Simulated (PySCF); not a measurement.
## Electron correlation in Au³⁺ (gold, charge +3)

[Xe] 4f14 5d8, high-spin 3F determinant. All numbers are calculated (PySCF 2.14, scalar relativity by spin-free X2C-1e, in ANO-RCC-VTZP (8s7p5d3f1g, 84 functions)). Frozen: [Xe] 4f14; 8 electrons correlated.

```
  level  correlation energy (mhartree)
   CCSD                        -181.84
    (T)                          -4.08
CCSD(T)                        -185.92
```

Diagnostics: T1 = 0.0023, D1 = 0.0036, largest double amplitude 0.025.

Q: Is a single reference adequate?

A: Yes, within this model without spin-orbit coupling: T1 lies below 0.03 and no double amplitude reaches 0.07.
